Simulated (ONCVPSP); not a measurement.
# C, ONCV: configuration errors across variants

ONCVPSP 4.0.1 input, shortened (lines: element, Z, core and valence counts, functional; n l f; lmax; l rc ep ncon nbas qcut; lloc lpopt rc5 dvloc0; l nproj debl; icmod fcfact rcfact), PBE, scalar-relativistic:

```
  C 6.00    1    2        4      upf
    1    0    2.00
    2    0    2.00
    2    1    1.00
    2
    0    1.05    0.00    5    8    7.50
    1    2.10    0.00    5    8    6.90
    2    2.20    0.43    5   10    5.20
    4    4    0.80    0.00
    0    2    0.70
    1    2    1.20
    2    2    0.90
    3    3.75    1.10
```

In the s channel the program set the typed energies aside and used -0.947, 0.250 Ha.

All-electron excitation energies from the reference (eV): (1) 2s2 2p2 -10.861; (2) 2s2 2p0 24.156; (3) 2s1 2p0 72.350; (4) 2s0 2p4 6.114.

Errors AE − PS in meV (a dash: test not solved or not reliable):

| change | (1) | (2) | (3) | (4) | bound ghosts | GHOST(+) flags above zero |
| --- | --- | --- | --- | --- | --- | --- |
| base | +28 | +125 | +386 | +105 | none | none |
| p: qcut 4.4 | +53 | +206 | +580 | +171 | none | none |
| p: qcut 5.1 | +42 | +173 | +501 | +141 | none | none |
| p: qcut 6.7 | +29 | +129 | +395 | +107 | none | none |
| p: qcut 7.7 | +25 | +116 | +365 | +99 | none | none |
| p: qcut 8.7 | +23 | +109 | +348 | +95 | none | none |
| p: qcut 9.4 | +22 | +107 | +343 | +94 | none | none |
| p: qcut 10.3 | +23 | +107 | +343 | +94 | none | none |

(1) Give the same row for: p: qcut 6.1.

Results:

(1) +33, +141, +424, +116; bound ghosts: none; GHOST(+) flags above zero: none.
